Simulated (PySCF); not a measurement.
H3BN (SMILES B=[NH2+]), charge +1, singlet, geometry from GFN2-xTB; PySCF with CCSD(T)/6-31G.

Input for PySCF:
```python
from pyscf import gto, scf, cc

mol = gto.M(
    atom='''
B     0.72191147   -0.07271956    0.28604142
N    -0.47574358    0.04792259   -0.18850285
H     1.78645177   -0.17995280    0.70784191
H    -0.95409398    0.93158201   -0.39777808
H    -1.11171008   -0.72348951   -0.42075099
''',
    basis='6-31g',
    charge=1,
    verbose=5,
)

mf = scf.RHF(mol)
mf.kernel()

mycc = cc.CCSD(mf, frozen=2)
mycc.kernel()
et = mycc.ccsd_t()
print('E(CCSD(T)) = %.10f' % (mycc.e_tot + et))
```

What the program printed (banner, timings and long lists left out):

```
PySCF version 2.14.0

[INPUT] verbose = 5
[INPUT] max_memory = 4000
[INPUT] num. atoms = 5
[INPUT] num. electrons = 14
[INPUT] charge = 1
[INPUT] spin (= nelec alpha-beta = 2S) = 0
[INPUT] symmetry False subgroup None
[INPUT] Mole.unit = angstrom
[INPUT] Symbol           X                Y                Z      unit          X                Y                Z       unit  Magmom
[INPUT]  1 B      0.721911470000  -0.072719560000   0.286041420000 AA    1.364214964482  -0.137420052299   0.540539944082 Bohr   0.0
[INPUT]  2 N     -0.475743580000   0.047922590000  -0.188502850000 AA   -0.899025071720   0.090560570280  -0.356218760200 Bohr   0.0
[INPUT]  3 H      1.786451770000  -0.179952800000   0.707841910000 AA    3.375904580044  -0.340061507349   1.337627349389 Bohr   0.0
[INPUT]  4 H     -0.954093980000   0.931582010000  -0.397778080000 AA   -1.802976319296   1.760434861472  -0.751691629555 Bohr   0.0
[INPUT]  5 H     -1.111710080000  -0.723489510000  -0.420750990000 AA   -2.100827581118  -1.367197027896  -0.795104137740 Bohr   0.0
[INPUT] ---------------- BASIS SET ----------------
[INPUT] l, kappa, [nprim/nctr], expnt,             c_1 c_2 ...
[INPUT] N
[INPUT] 0    0    [6    /1   ]  4173.511          0.0018348
                                627.4579          0.013995
                                142.9021          0.068587
                                40.23433          0.232241
                                12.82021          0.46907
                                4.390437          0.360455
[INPUT] 0    0    [3    /1   ]  11.626358         -0.114961
                                2.71628           -0.169118
                                0.772218          1.145852
[INPUT] 0    0    [1    /1   ]  0.2120313            1
[INPUT] 1    0    [3    /1   ]  11.626358         0.06758
                                2.71628           0.323907
                                0.772218          0.740895
[INPUT] 1    0    [1    /1   ]  0.2120313            1
[INPUT] H
[INPUT] 0    0    [3    /1   ]  18.731137         0.0334946
                                2.8253937         0.23472695
                                0.6401217         0.81375733
[INPUT] 0    0    [1    /1   ]  0.1612778            1
[INPUT] B
[INPUT] 0    0    [6    /1   ]  2068.8823         0.0018663
                                310.64957         0.0142515
                                70.683033         0.0695516
                                19.86108          0.2325729
                                6.2993048         0.4670787
                                2.127027          0.3634314
[INPUT] 0    0    [3    /1   ]  4.727971          -0.1303938
                                1.1903377         -0.1307889
                                0.3594117         1.1309444
[INPUT] 0    0    [1    /1   ]  0.1267512            1
[INPUT] 1    0    [3    /1   ]  4.727971          0.0745976
                                1.1903377         0.3078467
                                0.3594117         0.7434568
[INPUT] 1    0    [1    /1   ]  0.1267512            1

nuclear repulsion = 28.5585872845689
number of shells = 16
number of NR pGTOs = 56
number of NR cGTOs = 24
basis = 6-31g
ecp = {}

******** <class 'pyscf.scf.hf.RHF'> ********
method = RHF
initial guess = minao
damping factor = 0
level_shift factor = 0
DIIS = <class 'pyscf.scf.diis.CDIIS'>
diis_start_cycle = 1
diis_space = 8
diis_damp = 0
SCF conv_tol = 1e-09
SCF conv_tol_grad = None
SCF max_cycles = 50
direct_scf = True
direct_scf_tol = 1e-13
Set gradient conv threshold to 3.16228e-05
Initial guess from minao.
E1 = -164.074107739055  E2 = 54.48033481182312  Ecoul = 66.0559439533807  Exc = -11.575609141557585
init E= -81.035185642663
cond(S) = 472.5411524156091
  HOMO = -0.360671849103687  LUMO = 0.0292484472689316  gap/eV = 10.61027
  mo_energy =
[-15.68032511  -7.68640731  -1.4928605   -0.77100199  -0.62390533
  -0.51827272  -0.36067185   0.02924845   0.0960891    0.12174095
   0.24143799   0.24362214   0.47898612   0.58167834   0.60689316
   0.64360271   0.85426949   0.94218193   1.03658515   1.10634471
   1.12720638   1.14089175   1.32929507   1.71151098]
E1 = -159.8175422251906  E2 = 50.71092717291382  Ecoul = 61.922138923925374  Exc = -11.211211751011554
cycle= 1 E= -80.5480277677079  delta_E= 0.487  |g|= 0.299  |ddm|=  1.8
  HOMO = -0.77651050600381  LUMO = -0.209690658123625  gap/eV = 15.42395
  mo_energy =
[-15.88729185  -8.09683955  -1.50498459  -1.0463724   -0.96877187
  -0.93353066  -0.77651051  -0.20969066  -0.14145182  -0.05399717
   0.04384866   0.04663089   0.23456028   0.31398924   0.31817004
   0.3519653    0.58954712   0.72368111   0.79171495   0.83905252
   0.9143091    0.92388386   1.06365206   1.48189132]
E1 = -160.42621193844676  E2 = 51.283081403305744  Ecoul = 62.57490270564816  Exc = -11.291821302342413
cycle= 2 E= -80.5845432505721  delta_E= -0.0365  |g|= 0.0586  |ddm|= 0.463
  HOMO = -0.746785155843029  LUMO = -0.164919264723978  gap/eV = 15.83338
  mo_energy =
[-15.85438643  -7.96302676  -1.47592789  -1.01720503  -0.95398368
  -0.8933165   -0.74678516  -0.16491926  -0.10075616  -0.03341353
   0.05360868   0.06079797   0.25644717   0.34225538   0.35938551
   0.40054711   0.63125532   0.74063426   0.80554229   0.85255888
   0.929773     0.93775146   1.11112315   1.50270775]
E1 = -160.41761520731993  E2 = 51.2729174600462  Ecoul = 62.57286223831045  Exc = -11.299944778264248
cycle= 3 E= -80.5861104627048  delta_E= -0.00157  |g|= 0.0121  |ddm|= 0.0968
  HOMO = -0.747205914043422  LUMO = -0.168693303477556  gap/eV = 15.74213
  mo_energy =
[-15.85639407  -7.97945641  -1.47647318  -1.01871969  -0.95273144
  -0.8984315   -0.74720591  -0.1686933   -0.10441032  -0.03275355
   0.0554183    0.06054642   0.25437113   0.33901901   0.35318249
   0.39442703   0.62843304   0.74170176   0.80812011   0.85444477
   0.93138467   0.9411675    1.1080122    1.5015828 ]
E1 = -160.41846719975246  E2 = 51.273679221542665  Ecoul = 62.57403726659199  Exc = -11.300358045049329
cycle= 4 E= -80.5862006936409  delta_E= -9.02e-05  |g|= 0.00397  |ddm|= 0.0219
  HOMO = -0.74781593201452  LUMO = -0.168488478125251  gap/eV = 15.76430
  mo_energy =
[-15.86014166  -7.97892643  -1.47787809  -1.02012826  -0.95440963
  -0.8981817   -0.74781593  -0.16848848  -0.10452014  -0.03313578
   0.05472574   0.06009457   0.25431552   0.33917421   0.35329138
   0.39457275   0.627933     0.74069331   0.8071319    0.85368712
   0.92975272   0.93982237   1.10762839   1.50050802]
E1 = -160.42455054779498  E2 = 51.279753169954304  Ecoul = 62.580843743489524  Exc = -11.30109057353522
cycle= 5 E= -80.5862100932718  delta_E= -9.4e-06  |g|= 0.00161  |ddm|= 0.00481
  HOMO = -0.747202782275509  LUMO = -0.168317464156455  gap/eV = 15.75227
  mo_energy =
[-15.85856632  -7.97877299  -1.47743287  -1.01985168  -0.95418208
  -0.89808705  -0.74720278  -0.16831746  -0.10433292  -0.03304141
   0.05476801   0.06012913   0.25437627   0.33925507   0.35337432
   0.39468787   0.62816265   0.74123485   0.80726576   0.85375894
   0.9301076    0.94003936   1.10780108   1.50080407]
E1 = -160.41977110722735  E2 = 51.27497198921234  Ecoul = 62.57541808554428  Exc = -11.300446096331939
cycle= 6 E= -80.5862118334461  delta_E= -1.74e-06  |g|= 0.000572  |ddm|= 0.00223
  HOMO = -0.747212908654754  LUMO = -0.168240692773999  gap/eV = 15.75464
  mo_energy =
[-15.85893374  -7.97858755  -1.47759916  -1.02000283  -0.95438107
  -0.89798353  -0.74721291  -0.16824069  -0.10429162  -0.03307209
   0.05468625   0.06011249   0.25441512   0.33934151   0.35343822
   0.39476875   0.62816827   0.74114826   0.80717434   0.85368287
   0.92992359   0.93991299   1.10784837   1.50068453]
E1 = -160.420162371257  E2 = 51.275363043324305  Ecoul = 62.5758286937773  Exc = -11.300465650452992
cycle= 7 E= -80.5862120433638  delta_E= -2.1e-07  |g|= 5.8e-05  |ddm|= 0.00116
  HOMO = -0.747211839406135  LUMO = -0.168234702592051  gap/eV = 15.75477
  mo_energy =
[-15.85894919  -7.97856931  -1.47760778  -1.02000359  -0.9543914
  -0.89796692  -0.74721184  -0.1682347   -0.10428876  -0.03307597
   0.05467971   0.06011092   0.25441674   0.33934629   0.35344153
   0.39477659   0.62817034   0.74114161   0.80716723   0.85367735
   0.92991286   0.93990482   1.10784962   1.50067748]
E1 = -160.4201966998536  E2 = 51.275397369954206  Ecoul = 62.57586312132709  Exc = -11.300465751372883
cycle= 8 E= -80.5862120453305  delta_E= -1.97e-09  |g|= 7.46e-06  |ddm|= 0.000132
  HOMO = -0.747211912887684  LUMO = -0.168233976330342  gap/eV = 15.75479
  mo_energy =
[-15.85894996  -7.97856871  -1.47760872  -1.02000377  -0.95439264
  -0.89796672  -0.74721191  -0.16823398  -0.10428803  -0.03307586
   0.05467891   0.06011123   0.25441769   0.33934752   0.35344237
   0.39477749   0.62817102   0.74114111   0.80716631   0.85367659
   0.92991193   0.93990363   1.10785062   1.50067751]
E1 = -160.42019212106504  E2 = 51.27539279113462  Ecoul = 62.57585733329566  Exc = -11.300464542161038
cycle= 9 E= -80.5862120453615  delta_E= -3.1e-11  |g|= 6.69e-07  |ddm|= 1.67e-05
  HOMO = -0.747212063053112  LUMO = -0.168234079621002  gap/eV = 15.75479
  mo_energy =
[-15.85895034  -7.97856874  -1.47760882  -1.02000388  -0.95439274
  -0.89796667  -0.74721206  -0.16823408  -0.10428814  -0.03307595
   0.05467885   0.06011112   0.25441755   0.33934739   0.35344225
   0.3947774    0.62817089   0.74114094   0.8071662    0.8536765
   0.92991176   0.9399035    1.10785042   1.50067734]
E1 = -160.42019352116947  E2 = 51.27539419123892  Ecoul = 62.57585888210717  Exc = -11.300464690868253
Extra cycle  E= -80.5862120453617  delta_E= -1.28e-13  |g|= 2.74e-07  |ddm|= 1.21e-06
converged SCF energy = -80.5862120453617

******** <class 'pyscf.cc.ccsd.CCSD'> ********
CC2 = 0
CCSD nocc = 5, nmo = 22
frozen orbitals 2
max_cycle = 50
direct = 0
conv_tol = 1e-07
conv_tol_normt = 1e-05
diis_space = 6
diis_start_cycle = 0
diis_start_energy_diff = 1e+09
Init t2, MP2 energy = -80.7354781451232  E_corr(MP2) -0.149266099761536
Init E_corr(CCSD) = -0.149266099761564
cycle = 1  E_corr(CCSD) = -0.158059673172729  dE = -0.00879357341  norm(t1,t2) = 0.0441083
cycle = 2  E_corr(CCSD) = -0.163579225754204  dE = -0.00551955258  norm(t1,t2) = 0.0166261
cycle = 3  E_corr(CCSD) = -0.166039707937048  dE = -0.00246048218  norm(t1,t2) = 0.00871016
cycle = 4  E_corr(CCSD) = -0.166711390218632  dE = -0.000671682282  norm(t1,t2) = 0.00265733
cycle = 5  E_corr(CCSD) = -0.16658353891276  dE = 0.000127851306  norm(t1,t2) = 0.000881543
cycle = 6  E_corr(CCSD) = -0.166577369370328  dE = 6.16954243e-06  norm(t1,t2) = 0.000150279
cycle = 7  E_corr(CCSD) = -0.166578328785684  dE = -9.59415356e-07  norm(t1,t2) = 3.64796e-05
cycle = 8  E_corr(CCSD) = -0.166578490268745  dE = -1.61483061e-07  norm(t1,t2) = 1.05919e-05
cycle = 9  E_corr(CCSD) = -0.166578496740417  dE = -6.47167273e-09  norm(t1,t2) = 3.21688e-06
CCSD converged
E(CCSD) = -80.75279054210208  E_corr = -0.1665784967404173
CCSD(T) correction = -0.0038827259632493
E(CCSD(T)) = -80.7566732681
```
